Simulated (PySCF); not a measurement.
All values below come from PySCF 2.14.0 with PBE-D3(BJ)/def2-TZVP // B3LYP-D3(BJ)/def2-TZVP. Isolated molecules, 0 K electronic values unless said otherwise. 

Reference species (SMILES): `CB=[SiH2]` (neutral, multiplicity 1).

- HOMO: -4.77 eV
- HOMO–LUMO gap: 1.65 eV

Changed species: `[H]/B=C\[SiH3]`.

Question: What does the change do to the HOMO and HOMO–LUMO gap?

Answer: the HOMO decreases by 1.19 eV, to -5.96 eV; the HOMO–LUMO gap goes up by 1.91 eV, to 3.56 eV.
